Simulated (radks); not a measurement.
The numbers below are computed, except where a source is named.
Q: Radial electron density D(r) = 4 pi r^2 rho(r) of an atom or ion with 8 electrons. Code: a radial shooting solver on a logarithmic mesh with Libxc functionals. Model: scalar-relativistic Kohn-Sham, LB94 model potential, spin-polarised, spherical densities, finite nucleus; Fermi nuclear charge, rms radius of each element as measured or else 0.836 A^(1/3) + 0.57 fm.

```
   r/bohr * D(r) (the largest magnitude, 29.6, reaches the edge; | marks zero)
 0.005839 |      *
 0.006479 |       *
 0.007132 |        *
 0.007851 |          *
 0.008642 |            *
 0.009513 |              *
  0.01047 |                *
  0.01153 |                  *
  0.01269 |                     *
  0.01408 |                        *
   0.0155 |                           *
  0.01706 |                               *
  0.01878 |                                  *
  0.02067 |                                      *
  0.02275 |                                         *
  0.02504 |                                             *
  0.02757 |                                                *
  0.03059 |                                                  *
  0.03367 |                                                    *
  0.03706 |                                                      *
   0.0408 |                                                      *
  0.04491 |                                                      *
  0.04943 |                                                    *
  0.05441 |                                                  *
   0.0599 |                                               *
  0.06646 |                                            *
  0.07316 |                                         *
  0.08053 |                                      *
  0.08864 |                                   *
  0.09758 |                                  *
   0.1074 |                                  *
   0.1182 |                                  *
   0.1301 |                                    *
   0.1444 |                                       *
    0.159 |                                         *
    0.175 |                                           *
   0.1926 |                                            *
    0.212 |                                            *
   0.2334 |                                         *
   0.2569 |                                      *
   0.2828 |                                *
   0.3138 |                          *
   0.3454 |                   *
   0.3802 |              *
   0.4185 |         *
   0.4606 |     *
   0.5071 |  *
   0.5582 | *
   0.6144 |*
   0.6817 *
   0.7504 *
    0.826 *
   0.9093 *
```

What is the nuclear charge?

A: Z = 25. The innermost maximum, from 1s, lies near gamma/Z bohr with gamma = sqrt(1 - (Z/c)^2) = 0.983, here 0.0393 bohr (found: 0.0408), and its height grows with Z. The density is that of the manganese ion Mn17+ in [He] 2s2 2p4; the configuration itself is not fixed sharply by these data, and Z only to about a unit. D(r) has 2 maxima, at r = 0.0408, 0.196 bohr, and minima at 0.106 bohr, inside which lie 2.24 electrons.
